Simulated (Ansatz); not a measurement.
B2(Cl)4 (B2Cl4), relaxed as a singlet with RKS PBE0-D4/def2-SVP in Ansatz, starting from the GFN2-xTB geometry. Force threshold 0.02 eV/Å.

Start:

```xyz
6

B    -0.059    0.585   -0.616
Cl    1.172    1.760   -0.869
Cl   -1.419    0.651   -1.667
B     0.061   -0.586    0.616
Cl    1.040   -1.989    0.437
Cl   -0.795   -0.421    2.099
```

```tsv
step	energy (eV)	largest force component (eV/Å)	SCF passes
1	-51412.7307	0.836	13
2	-51412.7823	0.341	18
3	-51412.7904	0.142	18
4	-51412.7907	0.110	14
5 (rejected)	-51412.7894	0.193	19
6	-51412.7924	0.019	19
```

Force components are those of the run's own axes.

End:

```tsv
atom	x (Å)	y (Å)	z (Å)
B1	-0.0596	0.5806	-0.6132
Cl2	1.1843	1.7942	-0.7999
Cl3	-1.4267	0.5805	-1.7014
B4	0.0588	-0.5820	0.6127
Cl5	1.0180	-2.0222	0.3711
Cl6	-0.7748	-0.3512	2.1308
```

By distances, no bond broke or formed. The bond that changes most is B1–Cl2, from 1.72 to 1.75 Å (atoms count from 1).

No frequencies were taken in this run, so the end may be a saddle point.

It took 13 s on 2 threads of AMD EPYC 7R13 on a shared host.
